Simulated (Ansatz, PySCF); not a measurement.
Here is a job for Ansatz (an electronic-structure program).
Ansatz 0.2 input:
```yaml
crystal:
  periodic: [false, false, false]
  atoms:
    - {symbol: Bi, position_ang: [0.89619474, 0.44438201, 0.28746279]}
    - {symbol: I, position_ang: [-1.04089611, 1.21333620, -1.58129724]}
    - {symbol: I, position_ang: [-0.36257867, -1.90925520, 1.13111966]}
basis:
  gaussian:
    orbitals: def2-SVP
hamiltonian:
  xc: {name: BHLYP}
magnetization: {spin_polarized: true, initial_magnetization: 1}
accuracy: high
```

Task: Give the equivalent PySCF input.

Result: Several could match; the one computed here: 
```python
from pyscf import gto, scf, dft

mol = gto.Mole()
mol.atom = '''
    Bi    0.89619474    0.44438201    0.28746279
    I    -1.04089611    1.21333620   -1.58129724
    I    -0.36257867   -1.90925520    1.13111966
'''
mol.basis = 'def2-svp'
mol.ecp = {'Bi': 'def2-svp', 'I': 'def2-svp'}
mol.spin = 1
mol.verbose = 4
mol.build()

mf = dft.UKS(mol)
mf.xc = 'bhandhlyp'
mf.grids.atom_grid = (99, 590)
mf.grids.prune = None
mf.kernel()
```

Both were run: Ansatz gave -809.903087 Eh and PySCF -809.903090 Eh, 0.003 mEh apart.
